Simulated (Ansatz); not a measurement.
`C[SiH](O)O[SiH2]O`, relaxed with RKS PBE0-D4/def2-TZVP in Ansatz from a GFN2-xTB geometry. The force threshold is 0.005 eV/Å; the program also tests the step.

Total charge 0; spin multiplicity 1.

Start:

```xyz
14

C    -0.897   -1.254   -1.549
Si    0.215   -1.202   -0.024
O     1.720   -1.478   -0.568
O     0.149    0.236    0.736
Si   -0.049    1.845    0.698
O     0.380    2.442    2.143
H    -1.919   -0.993   -1.295
H    -0.554   -0.555   -2.307
H    -0.906   -2.243   -1.992
H    -0.150   -2.128    1.046
H     2.478   -1.249   -0.036
H     0.896    2.470   -0.212
H    -1.460    2.088    0.409
H     0.098    2.022    2.951
```

How much energy does the relaxation release, and in how many steps? (Best estimate.)

The calculation gave: 14.45 kJ/mol, in 38 steps, 3 of them rejected.

Which bonds change most? (Estimate.)

Ansatz gave: C1–Si2 from 1.888 to 1.845 Å; Si5–O6 from 1.621 to 1.653 Å; Si2–H10 from 1.461 to 1.488 Å; Si5–H12 from 1.453 to 1.478 Å.

Give the relaxed structure. (Best estimate.)

Computed: 
```xyz
14

C    -0.716   -1.622   -1.714
Si   -0.138   -0.968   -0.088
O     1.502   -0.910   -0.121
O    -0.744    0.545    0.168
Si   -0.113    1.932    0.740
O     1.163    1.611    1.742
H    -1.807   -1.658   -1.748
H    -0.365   -0.986   -2.530
H    -0.334   -2.632   -1.878
H    -0.611   -1.806    1.046
H     1.924   -0.419    0.589
H     0.437    2.738   -0.370
H    -1.173    2.654    1.485
H     0.975    1.522    2.678
```
